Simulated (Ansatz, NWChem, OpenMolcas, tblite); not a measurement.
# MoO3 (molybdenum trioxide): the vertical energy of the triplet above the singlet, rung by rung

The species is MoO3 (4 atoms), meant as a singlet with charge 0. As SMILES, `[O]=[Mo](=[O])=[O]`. The shape is that of a PBE0-D4/def2-TZVP optimisation.

Each level gives the vertical energy of the triplet above the singlet (eV). The values are calculated.

```tsv
level	kind	program	value (eV)	CPU time (all runs)
IPEA1-xTB	semi-empirical	tblite	2.55	under 2 s
HF/def2-SVPD (core potential)	Hartree–Fock	Ansatz	0.45	53 s
SVWN5/def2-SVPD (core potential)	LDA	Ansatz	2.34	25 s
revPBE/def2-SVPD (core potential)	GGA	OpenMolcas	2.20	2.5 min
r2SCAN/def2-SVPD (core potential)	meta-GGA	Ansatz	2.15	2.2 min
M06-2X/def2-SVPD (core potential)	hybrid meta-GGA	NWChem	2.40	2.1 min
PBE0/def2-SVPD (core potential)	global hybrid	OpenMolcas	2.22	1.9 min
wB97X/def2-SVPD (core potential)	range-separated hybrid	Ansatz	2.32	3.4 min
MP2/def2-SVPD (core potential)	perturbation theory	Ansatz	4.50	57 s
CCSD/def2-SVPD (core potential)	coupled cluster or CI	Ansatz	2.02	6.4 min
```

Spin-orbit coupling, which can split open shells on such heavy atoms by tenths of an eV, is left out. The values span 0.45 to 4.50 eV. Spin contamination of the reference (⟨S²⟩ at least 0.1 too high) touches HF/def2-SVPD, MP2/def2-SVPD, CCSD/def2-SVPD. Times are those of the runs behind each value, whatever else they computed, on shared processors of several kinds: orders of magnitude only.
